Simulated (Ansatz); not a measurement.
`BC[SiH2]CF` + H–F → `BC[SiH2]F` + `CF` at 700 K and 1 bar (ligand exchange at the Si–C bond).

Computed with Ansatz on PBE0-D4/def2-TZVP structures; ΔE is electronic, products minus reactants. CCSD(T)/CBS adds triple-zeta CCSD(T) − MP2 to the extrapolated MP2 energy (def2 sets, frozen cores). This one scheme is used for every species. Each species was taken in one conformer, which may not be the lowest.

```csv
species,CCSD(T)/CBS energy (Eh),H − E (kJ/mol),S (J/(mol·K))
`BC[SiH2]CF`,-494.56245,338.7,499.9
H–F,-100.39570,45.2,198.5
`BC[SiH2]F`,-455.38132,249.1,431.4
`CF`,-139.63461,133.6,263.9
```

H − E and S are ideal-gas, rigid-rotor, harmonic terms from PBE0-D4/def2-TZVP, for one conformer and one mirror image of each species. 1 Eh = 2625.50 kJ/mol, R = 8.31446 J/(mol·K).

Question: By hand: ΔE, ΔH, ΔS and ΔG.

Answer: ΔE = (-455.38132) + (-139.63461) − (-494.56245) − (-100.39570) = -0.05778 Eh = -151.7 kJ/mol. Δ(H − E) = 249.1 + 133.6 − 338.7 − 45.2 = -1.2, so ΔH = -152.9 kJ/mol. ΔS = 431.4 + 263.9 − 499.9 − 198.5 = -3.1 J/(mol·K). ΔG = -152.9 − 700 × (-3.1)/1000 = -150.7 kJ/mol.

Question: By hand: the equilibrium constant, and the temperature at which ΔG would vanish if ΔH and ΔS stayed fixed.

Answer: log₁₀ K = −ΔG/(RT ln 10) = 11.2. ΔG = 0 at ΔH/ΔS = 49323 K, far beyond where these terms or the molecules hold.

The number of gas molecules stays the same, so ΔS is small and ΔH decides. A doubt of 5 kJ/mol in ΔE shifts log₁₀ K by 0.4 here. Other conformers and mirror images would add mixing entropy, several J/(mol·K) or more a flexible species. Modes under 60 cm⁻¹, often nearly free rotors, make the harmonic entropy too high. These are equilibria of isolated gas molecules and say nothing of rates. Largest T1 diagnostic: 0.011 (customary marks: 0.02 for closed shells, 0.045 for open ones).
